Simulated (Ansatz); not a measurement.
C2H6ClFGe can be A, `C[C](F)(Cl)[GeH3]`, or B, `F[CH]([GeH3])CCl`.

Calculated with Ansatz (gas phase, PBE0-D4/def2-TZVP geometries, no zero-point term in ΔE). CBS: MP2 limit from def2 TZ/QZ plus the TZ coupled-cluster correction, frozen cores. Functionals use def2-TZVPP. For Ge outer-core shells are correlated without core-valence functions, which leaves a few kJ/mol of doubt a bond. Scalar relativity is left out up to krypton. One conformer a species, not always the lowest.

Problem. Which isomer does CCSD(T)/CBS put lower? Give the gap. (An estimate is asked.)

Solution. Ansatz gave: A, by 4.5 kcal/mol.

Problem. Give E(B) − E(A) in kcal/mol with ωB97M-V, PBE0-D4, HF/def2-TZVPP, CCSD(T)/def2-TZVPP, PBE-D4, r2SCAN-D4, MP2/def2-TZVPP. (An estimate is asked.)

Solution. Ansatz gave: ωB97M-V 4.7, PBE0-D4 4.2, HF/def2-TZVPP 2.1, CCSD(T)/def2-TZVPP 4.2, PBE-D4 4.8, r2SCAN-D4 5.3, MP2/def2-TZVPP 4.9. None reverses the order clearly.

Largest T1 diagnostic: 0.011.

The D4 term adds +0.7 kcal/mol with B3LYP and +0.4 kcal/mol with PBE0; it sums over pairs of atoms, weighted by their polarisabilities, and B3LYP, whose exchange is more repulsive, gets the larger term. In def2-TZVPP, CCSD(T) changes the Hartree–Fock value by +2.2 kcal/mol (the triples alone add +0.6 kcal/mol) and MP2 by +2.8 kcal/mol.

B3LYP here is the variant with VWN-RPA as its local correlation; programs differ in this.
